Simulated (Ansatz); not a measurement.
Relaxation of the cluster Mo₅Se₁₀ (charge 0, singlet) with RKS PBE-D4/def2-SVP in Ansatz.

Positions (Å) and forces (eV/Å) at steps 20, 21, 22, 23, 24, 25, 26, 27, 28, 29, 30, 31, 32, 33, 34, 35, 36, 37, 38, 39 of 49:

```xyz
15
step=20 energy=-662620.3345 eV
Mo   -1.153   -2.858   -0.009    0.393   -0.249   -0.217
Mo    2.275    0.893    0.969    0.187   -0.138   -0.168
Mo    1.820    1.344   -1.153    0.201    0.078    0.052
Mo   -2.338   -1.187    0.756    0.089    0.203   -0.110
Mo    0.322   -0.326   -0.314   -0.468    0.053   -0.131
Se    2.403   -1.691    0.216   -0.088   -0.129    0.134
Se    1.606    4.545    0.308    0.091   -0.120    0.068
Se   -0.077   -2.235   -2.089   -0.276    0.126    0.245
Se   -3.271   -4.133    0.214    0.121    0.017   -0.005
Se   -2.096    0.438   -1.192    0.034   -0.020    0.053
Se    0.309    3.337   -1.267   -0.023   -0.055   -0.014
Se    4.077   -0.034   -0.561   -0.050    0.154    0.111
Se    1.872    2.971    2.167   -0.084    0.152   -0.102
Se   -4.555   -2.260    0.995   -0.058    0.099    0.051
Se   -1.193    1.197    0.959   -0.069   -0.172    0.033
15
step=21 energy=-662620.4548 eV
Mo   -1.015   -2.882   -0.019    0.279    0.477   -0.613
Mo    2.263    0.885    0.993   -0.008   -0.216   -0.153
Mo    1.842    1.335   -1.127    0.173    0.200   -0.088
Mo   -2.264   -1.231    0.767   -0.103    0.245    0.153
Mo    0.284   -0.313   -0.321   -0.558   -0.196   -0.107
Se    2.305   -1.708    0.252   -0.083   -0.282    0.198
Se    1.656    4.506    0.247    0.118   -0.128    0.061
Se   -0.202   -2.131   -2.191   -0.209    0.030    0.449
Se   -3.175   -4.064    0.197    0.248   -0.073    0.009
Se   -2.143    0.417   -1.173    0.104   -0.243   -0.030
Se    0.311    3.316   -1.293   -0.037   -0.122   -0.061
Se    4.066   -0.074   -0.478   -0.051    0.189    0.071
Se    1.815    2.976    2.152   -0.018    0.176    0.010
Se   -4.512   -2.224    1.023    0.151    0.133   -0.021
Se   -1.231    1.191    0.972   -0.006   -0.191    0.122
15
step=22 energy=-662620.6464 eV
Mo   -0.894   -2.823   -0.060    0.332    0.331   -0.663
Mo    2.222    0.868    1.006   -0.029   -0.323   -0.083
Mo    1.856    1.329   -1.117    0.107    0.194   -0.037
Mo   -2.218   -1.230    0.802   -0.144    0.252    0.082
Mo    0.241   -0.319   -0.330   -0.531    0.046   -0.277
Se    2.206   -1.745    0.318   -0.171   -0.357    0.228
Se    1.707    4.434    0.189    0.151   -0.128   -0.032
Se   -0.316   -2.012   -2.296   -0.134    0.025    0.632
Se   -3.035   -4.011    0.198    0.209   -0.109    0.056
Se   -2.167    0.380   -1.164    0.028   -0.204   -0.157
Se    0.295    3.285   -1.323   -0.050   -0.128   -0.068
Se    4.033   -0.108   -0.395    0.035    0.230    0.002
Se    1.787    2.978    2.148   -0.014    0.132    0.058
Se   -4.460   -2.210    1.040    0.199    0.104   -0.047
Se   -1.256    1.183    0.984    0.011   -0.064    0.307
15
step=23 energy=-662620.9650 eV
Mo   -0.753   -2.740   -0.115    0.430   -0.011   -0.589
Mo    2.163    0.819    1.025   -0.267   -0.337    0.074
Mo    1.871    1.343   -1.096    0.144    0.298   -0.091
Mo   -2.166   -1.207    0.820   -0.286    0.033    0.176
Mo    0.164   -0.285   -0.357   -0.005    0.320   -0.188
Se    2.044   -1.804    0.397   -0.288   -0.368    0.273
Se    1.790    4.313    0.108    0.172   -0.293   -0.260
Se   -0.405   -1.872   -2.369   -0.106    0.032    0.481
Se   -2.844   -3.983    0.224    0.168   -0.052    0.125
Se   -2.206    0.363   -1.168   -0.182   -0.051   -0.325
Se    0.261    3.245   -1.364   -0.023   -0.046    0.012
Se    3.984   -0.136   -0.316    0.104    0.265   -0.130
Se    1.773    2.966    2.141   -0.018    0.043    0.152
Se   -4.376   -2.206    1.035    0.124    0.066   -0.050
Se   -1.300    1.183    1.035    0.032    0.100    0.339
15
step=24 energy=-662621.4072 eV
Mo   -0.638   -2.692   -0.163    0.563   -0.046   -0.798
Mo    2.107    0.770    1.041   -0.550   -0.335    0.151
Mo    1.893    1.386   -1.075    0.521    0.400   -0.127
Mo   -2.133   -1.199    0.829   -0.170    0.110    0.129
Mo    0.119   -0.229   -0.383   -0.441    0.500   -0.130
Se    1.883   -1.867    0.488   -0.224   -0.491    0.489
Se    1.887    4.176    0.014    0.067   -0.631   -0.313
Se   -0.470   -1.757   -2.423   -0.045   -0.019    0.509
Se   -2.696   -3.965    0.262    0.249    0.046    0.207
Se   -2.253    0.341   -1.191   -0.135   -0.049   -0.225
Se    0.225    3.224   -1.394    0.009    0.068    0.062
Se    3.965   -0.108   -0.278    0.067    0.340   -0.313
Se    1.757    2.940    2.149    0.021    0.068    0.098
Se   -4.322   -2.205    1.027    0.017    0.093   -0.061
Se   -1.324    1.186    1.096    0.050   -0.055    0.322
15
step=25 energy=-662621.9516 eV
Mo   -0.551   -2.671   -0.236    0.120    0.074   -0.327
Mo    2.041    0.722    1.043   -0.381   -0.100   -0.092
Mo    1.931    1.433   -1.069    0.634    0.067   -0.017
Mo   -2.107   -1.194    0.826   -0.062    0.150   -0.082
Mo    0.072   -0.176   -0.400   -0.634    0.287   -0.003
Se    1.750   -1.927    0.617   -0.124   -0.339    0.291
Se    1.945    4.020   -0.072    0.169   -0.523   -0.045
Se   -0.500   -1.673   -2.462    0.106    0.107    0.322
Se   -2.582   -3.940    0.311    0.268    0.138    0.209
Se   -2.297    0.316   -1.224   -0.068   -0.061   -0.152
Se    0.208    3.219   -1.405   -0.205    0.066   -0.168
Se    3.964   -0.030   -0.284    0.007    0.403   -0.232
Se    1.748    2.912    2.157    0.008    0.019    0.101
Se   -4.294   -2.184    1.013    0.027    0.038   -0.080
Se   -1.328    1.174    1.186    0.136   -0.325    0.274
15
step=26 energy=-662622.2875 eV
Mo   -0.507   -2.637   -0.275   -0.273   -0.039   -0.114
Mo    1.972    0.702    1.011    0.234   -0.160   -0.063
Mo    2.000    1.461   -1.098   -0.081   -0.591    0.018
Mo   -2.119   -1.180    0.799   -0.205    0.483    0.109
Mo   -0.005   -0.124   -0.400    0.049    0.025   -0.198
Se    1.661   -1.978    0.697    0.209    0.206    0.204
Se    2.004    3.834   -0.094   -0.326   -0.040   -0.164
Se   -0.470   -1.601   -2.466    0.175    0.181   -0.044
Se   -2.494   -3.900    0.389    0.088   -0.045    0.163
Se   -2.347    0.302   -1.272   -0.279    0.015   -0.213
Se    0.184    3.199   -1.468    0.325    0.176    0.019
Se    3.983    0.096   -0.313    0.025    0.298   -0.044
Se    1.739    2.883    2.189   -0.019   -0.079    0.120
Se   -4.294   -2.173    0.983    0.026   -0.073   -0.098
Se   -1.308    1.116    1.318    0.052   -0.357    0.305
15
step=27 energy=-662622.4850 eV
Mo   -0.520   -2.583   -0.301   -0.033   -0.009   -0.039
Mo    1.994    0.666    1.001    0.203   -0.062    0.274
Mo    1.999    1.376   -1.124    0.100    0.064   -0.285
Mo   -2.177   -1.129    0.783   -0.414    0.372   -0.258
Mo   -0.060   -0.078   -0.411    0.145    0.008   -0.177
Se    1.613   -1.960    0.754   -0.039    0.217    0.208
Se    1.943    3.711   -0.146    1.113    0.405    0.743
Se   -0.411   -1.523   -2.491    0.246    0.073    0.062
Se   -2.437   -3.885    0.482    0.116    0.036    0.072
Se   -2.420    0.300   -1.333   -0.345   -0.004    0.266
Se    0.264    3.222   -1.530   -1.260   -0.416   -1.017
Se    4.056    0.219   -0.335   -0.067    0.111    0.105
Se    1.718    2.827    2.224    0.102   -0.390    0.010
Se   -4.313   -2.201    0.940    0.036    0.025   -0.049
Se   -1.247    1.038    1.485    0.095   -0.430    0.085
15
step=28 energy=-662622.9086 eV
Mo   -0.523   -2.526   -0.320    0.122    0.165   -0.055
Mo    2.029    0.635    0.999    0.092   -0.153    0.425
Mo    2.009    1.341   -1.148   -0.054    0.319   -0.299
Mo   -2.260   -1.079    0.742   -0.349    0.399   -0.947
Mo   -0.091   -0.034   -0.442   -0.082    0.383   -0.260
Se    1.553   -1.914    0.844   -0.213    0.085    0.186
Se    1.969    3.643   -0.166   -0.320   -0.081   -0.044
Se   -0.318   -1.458   -2.516    0.343   -0.062    0.130
Se   -2.377   -3.867    0.554    0.158    0.198   -0.052
Se   -2.529    0.338   -1.330   -0.251   -0.343    0.720
Se    0.217    3.166   -1.667    0.075   -0.467   -0.098
Se    4.108    0.321   -0.339   -0.065    0.079    0.124
Se    1.741    2.738    2.271    0.387   -0.294   -0.202
Se   -4.346   -2.228    0.895    0.033    0.080    0.088
Se   -1.181    0.924    1.623    0.125   -0.308    0.285
15
step=29 energy=-662623.4608 eV
Mo   -0.513   -2.460   -0.349    0.054    0.308    0.034
Mo    2.054    0.599    1.016   -0.025   -0.038    0.229
Mo    2.017    1.318   -1.161   -0.263    0.144   -0.149
Mo   -2.336   -1.025    0.648    0.213    0.365   -0.678
Mo   -0.125    0.046   -0.493   -0.214    0.472   -0.146
Se    1.491   -1.870    0.938   -0.360   -0.141    0.068
Se    1.905    3.585   -0.197   -0.244    0.130    0.138
Se   -0.176   -1.418   -2.535    0.399   -0.080    0.032
Se   -2.328   -3.820    0.580    0.152    0.308   -0.152
Se   -2.653    0.352   -1.299   -0.084   -0.207    0.437
Se    0.178    3.069   -1.769    0.065   -0.788    0.017
Se    4.137    0.385   -0.325   -0.096    0.028    0.117
Se    1.839    2.668    2.294    0.325   -0.175   -0.295
Se   -4.372   -2.231    0.889   -0.010    0.006    0.200
Se   -1.118    0.804    1.762    0.089   -0.333    0.148
15
step=30 energy=-662623.8778 eV
Mo   -0.514   -2.386   -0.384    0.224   -0.052   -0.015
Mo    2.051    0.564    1.036   -0.144    0.012   -0.235
Mo    2.002    1.301   -1.163   -0.072    0.121    0.061
Mo   -2.363   -0.967    0.555    0.540   -0.382    0.855
Mo   -0.155    0.132   -0.543   -0.275    0.764   -0.127
Se    1.429   -1.857    1.001   -0.469   -0.388    0.053
Se    1.830    3.575   -0.204   -0.135   -0.011    0.227
Se   -0.007   -1.394   -2.556    0.340    0.092    0.131
Se   -2.294   -3.756    0.563   -0.016    0.263   -0.139
Se   -2.730    0.368   -1.277   -0.169    0.583   -0.726
Se    0.108    2.895   -1.809   -0.102   -0.775    0.105
Se    4.129    0.407   -0.296   -0.011   -0.068    0.065
Se    1.932    2.621    2.280    0.163    0.155   -0.182
Se   -4.367   -2.208    0.939    0.106    0.007    0.167
Se   -1.052    0.705    1.856    0.020   -0.320   -0.241
15
step=31 energy=-662624.2875 eV
Mo   -0.503   -2.345   -0.421    0.164   -0.143    0.120
Mo    2.024    0.543    1.021   -0.275   -0.180   -0.181
Mo    2.009    1.298   -1.171   -0.047   -0.062    0.068
Mo   -2.335   -0.937    0.543    0.338   -0.457    0.626
Mo   -0.187    0.220   -0.580   -0.097    0.760   -0.402
Se    1.348   -1.878    1.068   -0.259   -0.300    0.070
Se    1.749    3.553   -0.193    0.181    0.150    0.469
Se    0.148   -1.346   -2.553    0.281    0.210    0.220
Se   -2.281   -3.705    0.520   -0.095    0.166   -0.111
Se   -2.764    0.396   -1.290   -0.184    0.476   -0.589
Se    0.021    2.722   -1.789   -0.387   -0.619   -0.047
Se    4.117    0.385   -0.281    0.029   -0.128    0.008
Se    1.981    2.613    2.252    0.052    0.282   -0.219
Se   -4.337   -2.176    0.996    0.180   -0.001    0.141
Se   -0.990    0.656    1.877    0.119   -0.154   -0.174
15
step=32 energy=-662624.6573 eV
Mo   -0.482   -2.313   -0.430    0.126   -0.080    0.192
Mo    1.967    0.507    1.006   -0.569   -0.222   -0.278
Mo    2.007    1.302   -1.166   -0.043   -0.015   -0.138
Mo   -2.298   -0.922    0.531   -0.046   -0.305    0.156
Mo   -0.236    0.356   -0.648    0.082   -0.437   -0.127
Se    1.295   -1.936    1.138   -0.088   -0.161    0.142
Se    1.718    3.563   -0.169    0.617    0.116    0.876
Se    0.305   -1.287   -2.517    0.127    0.301    0.301
Se   -2.277   -3.667    0.466   -0.146    0.032   -0.111
Se   -2.819    0.428   -1.308   -0.082    0.115   -0.217
Se   -0.079    2.560   -1.772   -0.424    0.352   -0.546
Se    4.086    0.338   -0.257    0.010   -0.164   -0.037
Se    2.023    2.620    2.198   -0.079    0.477   -0.303
Se   -4.296   -2.152    1.061    0.250   -0.041    0.120
Se   -0.914    0.605    1.867    0.263    0.033   -0.030
15
step=33 energy=-662624.9721 eV
Mo   -0.436   -2.291   -0.407    0.165    0.069    0.471
Mo    1.821    0.491    0.940   -0.269   -0.306    0.212
Mo    1.969    1.328   -1.219   -0.199   -0.285   -0.157
Mo   -2.277   -0.921    0.519   -0.002   -0.160   -0.074
Mo   -0.281    0.425   -0.709   -0.217   -0.544   -0.087
Se    1.240   -1.982    1.280    0.110   -0.168   -0.138
Se    1.787    3.566   -0.113    0.720    0.216    0.811
Se    0.482   -1.231   -2.447   -0.040    0.242    0.080
Se   -2.268   -3.655    0.407   -0.049   -0.030   -0.152
Se   -2.879    0.434   -1.328    0.150   -0.093    0.082
Se   -0.133    2.583   -1.806   -0.161    0.616   -0.618
Se    3.981    0.256   -0.265   -0.041   -0.070   -0.130
Se    2.055    2.618    2.158   -0.200    0.342   -0.383
Se   -4.242   -2.159    1.124    0.165   -0.060    0.111
Se   -0.819    0.537    1.867   -0.132    0.233   -0.028
15
step=34 energy=-662625.2519 eV
Mo   -0.384   -2.261   -0.357    0.024    0.180    0.366
Mo    1.740    0.448    0.951   -0.230   -0.042   -0.142
Mo    1.903    1.316   -1.218   -0.057    0.063   -0.060
Mo   -2.270   -0.933    0.511    0.046   -0.159    0.144
Mo   -0.350    0.465   -0.753   -0.427   -0.220    0.186
Se    1.294   -2.054    1.331    0.024   -0.082   -0.056
Se    1.941    3.556    0.006    0.520    0.685   -0.985
Se    0.538   -1.182   -2.416   -0.035    0.205    0.004
Se   -2.248   -3.653    0.352    0.144   -0.077   -0.215
Se   -2.911    0.423   -1.329    0.108   -0.094   -0.013
Se   -0.162    2.617   -1.905    0.234    0.099   -0.286
Se    3.908    0.217   -0.278   -0.173   -0.030   -0.019
Se    2.052    2.646    2.081   -0.138   -0.598    1.061
Se   -4.203   -2.182    1.172    0.060   -0.040    0.109
Se   -0.846    0.576    1.854   -0.100    0.110   -0.094
15
step=35 energy=-662625.4963 eV
Mo   -0.335   -2.211   -0.303   -0.042    0.050    0.292
Mo    1.642    0.417    0.941    0.101    0.361   -0.036
Mo    1.851    1.318   -1.228    0.185    0.298    0.104
Mo   -2.270   -0.955    0.525   -0.077   -0.130    0.252
Mo   -0.427    0.504   -0.768   -0.469    0.379    0.012
Se    1.340   -2.107    1.386   -0.028   -0.015   -0.065
Se    2.118    3.620   -0.045    0.233   -0.671    0.596
Se    0.570   -1.113   -2.383   -0.019    0.157   -0.006
Se   -2.206   -3.667    0.278    0.295    0.058   -0.225
Se   -2.942    0.384   -1.328    0.029   -0.042   -0.084
Se   -0.155    2.652   -2.015    0.236   -0.358    0.033
Se    3.824    0.173   -0.282   -0.270   -0.015    0.028
Se    2.053    2.579    2.156   -0.133   -0.037   -0.879
Se   -4.174   -2.215    1.222    0.073   -0.063    0.078
Se   -0.888    0.621    1.845   -0.115    0.026   -0.102
15
step=36 energy=-662625.7465 eV
Mo   -0.266   -2.094   -0.250    0.078   -0.574    0.081
Mo    1.551    0.417    0.914    0.099    0.180    0.255
Mo    1.838    1.283   -1.250   -0.008    0.073    0.118
Mo   -2.291   -1.001    0.547   -0.466    0.357    0.414
Mo   -0.532    0.601   -0.787   -0.287    0.284    0.097
Se    1.352   -2.081    1.489   -0.037   -0.058   -0.187
Se    2.285    3.530   -0.016    0.166   -0.244    0.149
Se    0.575   -1.008   -2.373   -0.133    0.183    0.112
Se   -2.091   -3.650    0.116    0.400    0.089   -0.197
Se   -3.015    0.318   -1.314    0.091   -0.015   -0.193
Se   -0.103    2.667   -2.103    0.030   -0.254    0.037
Se    3.745    0.088   -0.269   -0.124    0.051    0.070
Se    2.058    2.537    2.136   -0.125   -0.143   -0.516
Se   -4.137   -2.292    1.343    0.321    0.077   -0.064
Se   -0.970    0.686    1.817   -0.003   -0.007   -0.176
15
step=37 energy=-662625.9100 eV
Mo   -0.240   -2.055   -0.228    0.022   -0.217    0.040
Mo    1.484    0.390    0.949    0.002    0.162   -0.040
Mo    1.809    1.259   -1.205    0.161   -0.059    0.055
Mo   -2.308   -0.993    0.571   -0.514   -0.128    0.318
Mo   -0.629    0.695   -0.750   -0.141   -0.031   -0.121
Se    1.368   -2.116    1.508   -0.100   -0.111   -0.134
Se    2.475    3.501   -0.045    0.017   -0.110   -0.009
Se    0.525   -0.888   -2.341   -0.161    0.000    0.142
Se   -2.013   -3.652   -0.028    0.256    0.301   -0.096
Se   -3.044    0.248   -1.365    0.214   -0.047   -0.067
Se   -0.096    2.627   -2.171   -0.009    0.054    0.101
Se    3.690    0.061   -0.197   -0.005    0.011    0.007
Se    2.064    2.525    2.050   -0.051    0.110   -0.053
Se   -4.060   -2.349    1.429    0.300    0.183   -0.069
Se   -1.026    0.748    1.822    0.009   -0.116   -0.072
15
step=38 energy=-662625.9941 eV
Mo   -0.239   -2.005   -0.212    0.087   -0.270   -0.083
Mo    1.465    0.414    0.976   -0.171   -0.042   -0.230
Mo    1.823    1.199   -1.196   -0.279   -0.296    0.095
Mo   -2.358   -1.004    0.605   -0.436   -0.162   -0.044
Mo   -0.684    0.747   -0.722   -0.016    0.204   -0.254
Se    1.371   -2.110    1.500   -0.069   -0.103    0.023
Se    2.587    3.447   -0.106   -0.018    0.063    0.012
Se    0.439   -0.828   -2.334    0.039   -0.113    0.075
Se   -1.974   -3.608   -0.181    0.181    0.227   -0.033
Se   -3.015    0.134   -1.441    0.210   -0.048    0.156
Se   -0.053    2.656   -2.120   -0.011    0.091    0.139
Se    3.679    0.025   -0.138    0.158    0.090    0.024
Se    2.031    2.576    1.997    0.083    0.197    0.043
Se   -4.008   -2.395    1.546    0.178    0.286   -0.006
Se   -1.065    0.751    1.824    0.064   -0.121    0.082
15
step=39 energy=-662626.0786 eV
Mo   -0.214   -1.973   -0.187   -0.102   -0.173   -0.371
Mo    1.417    0.407    0.986   -0.020    0.004   -0.251
Mo    1.806    1.112   -1.192   -0.450   -0.180    0.117
Mo   -2.423   -1.041    0.601   -0.405   -0.255   -0.281
Mo   -0.763    0.824   -0.714    0.277    0.042   -0.187
Se    1.350   -2.138    1.543    0.031    0.021    0.097
Se    2.722    3.389   -0.206   -0.061    0.075    0.126
Se    0.361   -0.785   -2.311    0.173   -0.131   -0.035
Se   -1.919   -3.566   -0.365    0.121    0.237    0.089
Se   -2.980    0.009   -1.542    0.154    0.010    0.438
Se    0.003    2.763   -2.001    0.000   -0.230    0.301
Se    3.692    0.076   -0.048    0.102    0.046   -0.004
Se    2.016    2.621    1.889    0.047    0.225   -0.028
Se   -3.965   -2.383    1.720    0.166    0.374   -0.036
Se   -1.104    0.685    1.828   -0.032   -0.065    0.026
```

In the def2 sets Mo takes a core potential; there is no spin–orbit coupling. Single mean-field runs in def2-SVP are fitted with def2-universal-jkfit. The restricted singlet is unstable towards broken spin symmetry in Hartree–Fock (as tested in another run); at PBE-D4/def2-SVP this wasn't settled. Another isomer (singlet) lies 2.10 eV lower at PBE0-D4/def2-TZVP; other spin states weren't run for this one.
